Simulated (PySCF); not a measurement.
C4, SMILES [C-]12[C][C+]1[C]2 (connectivity only; charge and spin as stated), neutral, multiplicity 1. Heavy atoms are numbered as in [C+:1]12[C-:2]([C:3]1)[C:4]2.

Geometry optimised at B3LYP-D3(BJ)/def2-TZVP.

These are PBE0/pcSseg-2 run with PySCF values and carry that method's errors.

GIAO shieldings, no solvent; atoms alike by connectivity are averaged. δ = σ(ref) − σ: ¹³C against TMS (σ = 186.1 ppm), references at their B3LYP-D3(BJ)/def2-TZVP geometries, non-relativistic.

Problem. Estimate the chemical shifts. (Estimate from the structure and the level; the computed values follow.)

Solution. 
```tsv
nucleus	atoms	count	δ (ppm)
¹³C	C3	2	404.8
¹³C	C1	2	304.3
```
